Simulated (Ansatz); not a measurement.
`C[B]1[O][GeH2]1` → `O=C[BH][GeH3]`  (isomerisation)

Computed with Ansatz on PBE0-D4/def2-TZVP structures; ΔE is electronic, products minus reactants. CBS: MP2 limit from def2 TZ/QZ plus the TZ coupled-cluster correction, frozen cores. DFT in def2-TZVPP. For Ge outer-core shells are correlated without core-valence functions, which leaves a few kJ/mol of doubt a bond. Scalar relativity is left out up to krypton. Each species was taken in one conformer, which may not be the lowest.

`C[B]1[O][GeH2]1`:

Z-matrix (Å, degrees):
```
C
B 1 1.545
H 1 1.093 2 110.2
H 1 1.093 2 111.5 3 121.2
H 1 1.093 2 110.2 3 -117.5
O 2 1.299 1 141.3 3 -121.2
Ge 2 2.033 1 149.5 3 58.8
H 7 1.541 2 120.8 1 110.1
H 7 1.541 2 120.8 1 -110.0
```

`O=C[BH][GeH3]`:

Cartesian coordinates in Å:
```
O 0.393 -1.035 1.914
C -0.657 -0.546 1.525
B -0.459 -0.687 0.009
Ge 0.552 0.750 -1.065
H -1.416 -0.161 2.228
H -0.786 -1.721 -0.491
H 1.691 0.141 -1.898
H -0.447 1.396 -2.046
H 1.129 1.863 -0.174
```

Question: Is it downhill or uphill in electronic energy at CCSD(T)/CBS, and by how much? (An estimate is asked.)

Answer: Ansatz gave: Uphill: ΔE = +241.0 kJ/mol.

Question: What do these levels give: r2SCANh-D4, r2SCAN0-D4, CAM-B3LYP-D4, B2PLYP, PBE-QIDH, MP2/def2-SVP? (Estimate.)

Answer: The calculation gave: r2SCANh-D4 244.2, r2SCAN0-D4 245.9, CAM-B3LYP-D4 235.5, B2PLYP 238.4, PBE-QIDH 244.6, MP2/def2-SVP 246.9 kJ/mol.

Largest T1 diagnostic among the species: 0.018.

From PBE to PBE0 (25 % exact exchange), in def2-TZVPP and without D4, ΔE moves by +4.2 kJ/mol. In def2-TZVPP, CCSD(T) changes the Hartree–Fock value by +28.4 kJ/mol (the triples alone add +3.2 kJ/mol) and MP2 by +45.6 kJ/mol.
